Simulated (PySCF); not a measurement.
**BiSBr, singlet: molecular constants**

Computed with PBE0 in PySCF with Bi def2-TZVP with ECP60, S def2-TZVP, Br def2-TZVP; scalar-relativistic core potentials, no spin–orbit coupling; density-fitted integrals.

The structure is a minimum.

Z-matrix (Å, degrees; charge 0 multiplicity 1):
```
Bi
S  1 2.2811
Br 1 2.6183 2 105.70
```

* Point group: Cs
* Bond lengths: Bi–Br 2.618 Å, Bi–S 2.281 Å
* Bond angles: Br–Bi–S 105.7°
* Enthalpy at 298.15 K above 0 K: 13.92 kJ/mol
* Atomisation energy without zero-point energy: 595 kJ/mol
* Principal quadrupole moments (Buckingham, traceless) about the centre of mass: -8.97, 3.24, 5.73 D Å
* Entropy at 298.15 K and 1 bar: 326.9 J/(mol K)
* Principal polarisabilities: 48.3, 75.7, 119.2 bohr³
* Rotational constants: 0.1441, 0.03619, 0.02893 cm⁻¹
* Zero-point energy: 4.6 kJ/mol
* Rotational symmetry number: 1
* Heat capacity Cp at 298.15 K: 54.6 J/(mol K)
* Dipole moment: 3.68 D
* Highest occupied level: -7.25 eV
* Lowest empty level: -3.81 eV

Harmonic modes (masses in u: Bi 208.980, S 31.972, Br 78.918):
```tsv
symmetry	ω (cm⁻¹)	IR (km/mol)	μ (u)
a'	104	1.6	42.69
a'	212	35.5	95.69
a'	461	35.0	35.97
```

Charges (e):
```csv
atom,Mulliken,Löwdin,polar tensor,Mayer order to Bi1
Bi1,0.77,0.29,1.07,–
S2,-0.42,-0.14,-0.49,2.08
Br3,-0.35,-0.14,-0.58,0.95
```

Mulliken populations on Bi1 (electrons outside its core potential): s 3.89, p 8.13, d 10.16, f 0.05.

Counting electrons, bismuth keeps 2 of its valence electrons outside its bonds, so the VSEPR class is AX2E1 and the expected shape is bent; with unlike ligands the computed point group is Cs.

Other isomers or separated fragments may lie lower. Spin–orbit coupling, left out here, can matter for elements this heavy.

The final relaxation and frequency run took about 2.6 core-minutes on a shared host.
